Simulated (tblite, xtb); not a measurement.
H$_{4}$Al, charge -1, singlet, geometry from GFN2-xTB (such geometries of metal compounds can be far from the true shape). Base run: GFN1-xTB (xtb).

Geometry (Å):
```xyz
5

Al     0.0000     0.0000     0.0000
H      1.1893    -0.2079     1.0918
H     -1.1849     0.9044     0.6539
H     -0.5999    -1.4503    -0.4316
H      0.5955     0.7537    -1.3141
```
Charge -1, spin multiplicity 1.
All else is at xtb's defaults.
Base energy -3.66176 Eh.

Programs used: tblite, xtb; a row that names a program was run with it.

The base run was repeated with changes; each row names its change, and settings that it needs were set with it.

| change | ΔE vs base (kJ/mol) | HOMO-LUMO gap (eV) | G_solv (kcal/mol) | SCF cycles |
|---|---|---|---|---|
| base | 0.00 | 9.67 | - | 6 |
| etemp = 3000 | 0.00 | 9.67 | - | 6 |
| alpb = hexane | ___ | ___ | ___ | 7 |
| program = tblite; method = gfn1 | 0.00 | - | - | - |
| acc = 0.0001 | 0.00 | 9.67 | - | 9 |
| gbsa = chcl3 | -224.4 | 9.76 | -53.69 | 7 |
| etemp = 5000 | -0.01 | 9.67 | - | 6 |
| alpb = thf | ___ | 9.84 | ___ | 7 |
| alpb = dmso | ___ | 9.84 | ___ | 7 |
| program = tblite; method = gfn1; option = --grad | 0.00 | - | - | - |

Question: Some entries are withheld; supply them.

Answer: 
- alpb = hexane, ΔE vs base (kJ/mol): -125.6
- alpb = hexane, HOMO-LUMO gap (eV): 9.69
- alpb = hexane, G_solv (kcal/mol): -30.03
- alpb = thf, ΔE vs base (kJ/mol): -194.1
- alpb = thf, G_solv (kcal/mol): -46.65
- alpb = dmso, ΔE vs base (kJ/mol): -214.7
- alpb = dmso, G_solv (kcal/mol): -51.59

ALPB and GBSA are two models with their own fitted parameters for each solvent, which aren't always the measured dielectric constant.
